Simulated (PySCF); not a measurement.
Computed shifts of a molecule C5H12Si, PBE/pcSseg-1 in PySCF, GIAO, gas phase, atoms alike by connectivity averaged where their shifts nearly agree, in ppm (number of nuclei): ¹³C: 34.5 (1), 31.5 (1), 21.3 (1), 13.7 (1), 1.2 (1). ²⁹Si: 4.7 (1). ¹H: 4.93 (1), 2.77 (1), 1.90 (1), 1.66 (1), 1.42 (3), 1.31 (1), 1.16 (1), 0.63 (3). References: ¹³C against TMS (σ = 182.0 ppm); ²⁹Si against TMS (σ = 335.4 ppm); ¹H against TMS (σ = 31.49 ppm), references at their B3LYP-D3(BJ)/def2-TZVP geometries, non-relativistic. Coordinates come from a PBE0-D3(BJ)/def2-SVP optimisation. One conformer was computed; it need not be the lowest.

Problem. Which molecule gave these data?
A. C[C@@H]1CCC[SiH2]1
B. C[C@H]1CC[Si@@H]1C
C. CCC1([SiH3])CC1
D. CC1(C)C[C@@H]1[SiH3]

Solution. B, C[C@H]1CC[Si@@H]1C
